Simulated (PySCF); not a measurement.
## Bonding in `Cc1csc([S-])c1`

Compound: C5H5S2 (charge -1).
Atom-mapped SMILES: `[CH3:1][c:2]1[cH:3][s:4][c:5]([S-:6])[cH:7]1` (hydrogens: H8, H9, H10 on C1; H11 on C3; H12 on C7)

Structure used (GFN2-xTB), in Å, numbered top down from 1:
```
atom  x, y, z in Å
C1    -1.7107   -0.4074    0.2041
C2    -0.3169    0.0858   -0.0417
C3    -0.0238    1.2836   -0.6133
S4     1.6897    1.5407   -0.7451
C5     2.0296   -0.0451    0.0058
S6     3.5881   -0.6096    0.2597
C7     0.8340   -0.6536    0.3029
H8    -2.4428    0.3203   -0.1449
H9    -1.8797   -1.3507   -0.3181
H10   -1.8720   -0.5808    1.2696
H11   -0.6945    2.0429   -0.9692
H12    0.8002   -1.6268    0.7644
```

Bond orders from the PBE0/pcSseg-1 density (PySCF). Isolated species at its GFN2-xTB geometry, gas phase. The pcSseg-1 basis has no diffuse functions, a weakness for an anion.

(1) Where do the orders between heavy atoms depart from those drawn in the SMILES?

(2) Give the Mayer order of every bond between heavy atoms, beside its length.

Answers

(1) The largest departure is 0.453, at S4–C5 (drawn aromatic, 1.047), counting aromatic bonds as 1.5. Drawn single, order above 1.12: C5–S6 (1.315). The bonds drawn aromatic range from 1.05 to 1.56. The SMILES, with its formal charges, is one Lewis structure only.

(2) 
```csv
bond,drawn as,length (Å),Mayer order
C1–C2,single,1.499,1.065
C2–C3,aromatic,1.359,1.562
C3–S4,aromatic,1.738,1.084
S4–C5,aromatic,1.787,1.047
C5–S6,single,1.677,1.315
C5–C7,aromatic,1.374,1.414
C7–C2,aromatic,1.411,1.242
```

Bonds between the same two heavy elements. C–C: lowest C1–C2 (1.065, 1.499 Å), highest C2–C3 (1.562, 1.359 Å). C–S: lowest S4–C5 (1.047, 1.787 Å), highest C5–S6 (1.315, 1.677 Å).

Q: And the bonds to hydrogen?

A: C–H: 0.95 to 0.99 (5 bonds).

Q: Sum the orders of all bonds at each heavy atom with more than one neighbour and set the sums beside the valence in the SMILES.

A: C1 3.937 (drawn 4), C2 3.869 (drawn 4), C3 3.614 (drawn 4), S4 2.131 (drawn 2), C5 3.776 (drawn 4), C7 3.647 (drawn 4). Orders between atoms that aren't bonded are not in these sums.

The Mayer order sums products of elements of PS (density times overlap matrix) between the two atoms' basis functions, so it depends on the basis set.

The run behind these numbers computed NMR shieldings as well. Hardware: one thread, Arm Neoverse V1, on a shared host. Cost: 18 s.
